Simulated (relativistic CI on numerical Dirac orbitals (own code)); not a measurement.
**Crystal-field levels of Cr³⁺, 3d3**

Calculated by Dirac-Coulomb-Breit CI, orbitals from a KLI potential per configuration, a model potential for QED, valence Slater integrals scaled by 0.7, one configuration in a parametric crystal field (own radial code).

Field parameters in Wybourne normalisation: Td as Oh with Dq negative (B⁴₀ = 21Dq, B⁴₄ = √(5/14) B⁴₀). The field is a parameter set, without covalency.

S and J are read from ⟨S²⟩ = S(S + 1) and ⟨J²⟩ = J(J + 1) of each level; they are not fictitious spins.

Td, 10Dq = -1800 cm⁻¹, the lowest 16 levels:

```csv
E (cm⁻¹),Degeneracy,Irrep,S,J
0.0,4,Γ8,1.50,2.42
65.3,2,Γ7,1.50,2.80
346,4,Γ8,1.50,3.62
558,2,Γ6,1.50,4.26
1653,2,Γ7,1.50,3.25
1676,4,Γ8,1.50,3.28
1823,2,Γ6,1.50,3.78
1871,4,Γ8,1.50,4.04
3594,4,Γ8,1.50,3.81
12365,4,Γ8,0.50,3.93
12918,2,Γ7,0.50,3.50
13158,2,Γ6,0.52,3.96
13160,4,Γ8,0.50,4.28
13276,2,Γ6,1.49,0.66
13365,4,Γ8,1.38,2.09
13449,4,Γ8,0.70,4.11
```

Td, 10Dq = -17950 cm⁻¹, the lowest 10 levels:

| E (cm⁻¹) | Degeneracy | Irrep | S | J |
| --- | --- | --- | --- | --- |
| 0.0 | 4 | Γ8 | 0.52 | 3.96 |
| 2940 | 2 | Γ7 | 1.50 | 2.86 |
| 2968 | 4 | Γ8 | 1.49 | 2.84 |
| 3210 | 4 | Γ8 | 1.50 | 3.70 |
| 3371 | 2 | Γ6 | 1.50 | 4.15 |
| 15910 | 2 | Γ6 | 0.50 | 4.68 |
| 16074 | 4 | Γ8 | 0.50 | 4.51 |
| 16500 | 2 | Γ7 | 0.51 | 3.64 |
| 16616 | 4 | Γ8 | 0.53 | 3.96 |
| 19450 | 2 | Γ7 | 1.49 | 3.19 |

Td, 10Dq = -16500 cm⁻¹, the lowest 10 levels:

```tsv
E (cm⁻¹)	Degeneracy	Irrep	S	J
0.0	4	Γ8	0.57	3.93
1541	2	Γ7	1.50	2.86
1602	4	Γ8	1.47	2.89
1818	4	Γ8	1.50	3.70
1976	2	Γ6	1.50	4.17
14542	2	Γ6	0.51	4.67
14709	4	Γ8	0.51	4.49
15093	2	Γ7	0.54	3.62
15185	4	Γ8	0.59	3.95
16672	2	Γ7	1.48	3.20
```

Td, 10Dq = -15000 cm⁻¹, the lowest 16 levels:

```
E (cm⁻¹)  Degeneracy  Irrep     S     J
     0.0           4     Γ8  1.10  3.43
     337           2     Γ7  1.50  2.86
     565           4     Γ8  1.41  3.58
     728           4     Γ8  1.17  3.60
     777           2     Γ6  1.50  4.18
   13350           2     Γ6  0.57  4.61
   13529           4     Γ8  0.56  4.43
   13680           4     Γ8  1.11  3.71
   13715           2     Γ7  1.03  3.43
   14178           4     Γ8  1.47  3.75
   14200           2     Γ6  1.46  3.75
   14213           2     Γ7  1.13  3.39
   14469           4     Γ8  1.05  3.72
   18317           2     Γ6  0.50  2.54
   18524           4     Γ8  0.51  2.99
   24592           2     Γ6  1.50  1.11
```

Td, 10Dq = -13550 cm⁻¹, the lowest 16 levels:

```csv
E (cm⁻¹),Degeneracy,Irrep,S,J
0.0,4,Γ8,1.47,2.87
84.4,2,Γ7,1.50,2.86
352,4,Γ8,1.50,3.72
530,2,Γ6,1.50,4.19
1619,4,Γ8,0.57,3.95
12308,4,Γ8,1.45,3.39
12309,2,Γ7,1.48,3.20
12470,2,Γ6,1.45,3.75
12505,4,Γ8,1.49,3.74
13235,2,Γ6,0.59,4.59
13360,4,Γ8,0.53,4.47
13738,2,Γ7,0.55,3.61
13967,4,Γ8,0.59,3.99
17993,2,Γ6,0.50,2.53
18198,4,Γ8,0.51,3.00
23020,2,Γ6,1.50,1.07
```

The free-ion ground term has S = 3/2. The field overcomes the spin-pairing energy for Td, 10Dq = -17950 cm⁻¹; Td, 10Dq = -16500 cm⁻¹, where the ground state has lower spin; these fields are assumed values.

Levels of this model without a field, named by their leading LS term (the scale mimics covalency, so terms lie below those of the real free ion): 4F_3/2 0, 4F_5/2 223, 4F_7/2 522, 4F_9/2 887, 4P_1/2 12371, 4P_3/2 12474, 2G_7/2 12555, 4P_5/2 12760 cm⁻¹.
